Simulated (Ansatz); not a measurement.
H5NSi2, SMILES `N[Si][SiH3]` (excited triplet) (charge 0, multiplicity 3). This triplet is an excited state, 1.40 eV above the relaxed singlet at the level frozen-core CCSD(T)/cc-pVTZ // PBE0-D3(BJ)/def2-TZVP (Ansatz, an electronic-structure program).

Computed with B3LYP/cc-pVTZ // PBE0-D3(BJ)/def2-TZVP (Ansatz).

Ansatz 0.2 input:
```yaml
crystal:
  periodic: [false, false, false]
  atoms:
    - { symbol: N, position_ang: [-1.92657, -0.05801, -0.307252] }
    - { symbol: Si, position_ang: [-0.482284, -0.993662, -0.395479] }
    - { symbol: Si, position_ang: [1.500418, 0.06501, 0.246188] }
    - { symbol: H, position_ang: [-2.354777, 0.339615, -1.128504] }
    - { symbol: H, position_ang: [-2.591593, -0.17371, 0.441271] }
    - { symbol: H, position_ang: [2.582066, -0.94006, 0.071471] }
    - { symbol: H, position_ang: [1.470932, 0.504796, 1.670019] }
    - { symbol: H, position_ang: [1.801812, 1.256023, -0.597715] }
basis:
  gaussian: { orbitals: cc-pVTZ }
hamiltonian:
  xc: b3lyp
magnetization:
  spin_polarized: true
  initial_magnetization: 2
```

Output:

```
Functional definition: B3LYP
1043 factors; their error is unknown
mean field evaluation 1: about -17319.8287 eV, gradient 4.4e1 eV
mean field evaluation 2: about -17296.9334 eV, gradient 7.5e1 eV
mean field evaluation 4: about -17327.1916 eV, gradient 3.3e0 eV
mean field evaluation 8: about -17327.2680 eV, gradient 6.9e-2 eV
mean field evaluation 16: about -17327.3092 eV, gradient 7.2e-5 eV
mean field -17327.30918305 eV, -636.7668676051 hartree, gradient 1.2e-5 eV, S^2 2.004399; 0 other end points of the search recorded, 0 dependent functions left out
reference -17327.30943899 eV, -636.7668770105 hartree; 21, 19 occupied and 147, 149 virtual orbitals, 1043 factors
Total energy: -17327.30943899 eV, -636.7668770105 hartree
```
